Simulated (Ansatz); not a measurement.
`F/C(=C/Cl)C[SiH3]` + `NCF` → `FCNC[SiH3]` + `F/C=C/Cl`  (substitution at a C–C bond)

Computed with Ansatz on PBE0-D4/def2-TZVP structures; ΔE is electronic, products minus reactants. CBS: MP2 limit from def2 TZ/QZ plus the TZ coupled-cluster correction, frozen cores. Double bonds are as drawn, so ΔE can hold a change between cis and trans. DFT in def2-TZVPP. Each species was taken in one conformer, which may not be the lowest.

```
  level  ΔE (kcal/mol)
ωB97X-V           15.6
 B2PLYP           15.6
```

Q: What does CCSD(T)/CBS give? (Best estimate.)

A: Ansatz gave: +16.1 kcal/mol. The listed levels differ from it by -0.5, -0.5 kcal/mol.

Largest T1 diagnostic among the species: 0.012.

The D4 term adds +1.1 kcal/mol with B3LYP and +0.6 kcal/mol with PBE0; it sums over pairs of atoms, weighted by their polarisabilities, and B3LYP, whose exchange is more repulsive, gets the larger term. In def2-TZVPP, CCSD(T) changes the Hartree–Fock value by +1.5 kcal/mol (the triples alone add +0.3 kcal/mol) and MP2 by +3.0 kcal/mol.

B3LYP here is the variant with VWN-RPA as its local correlation; programs differ in this.
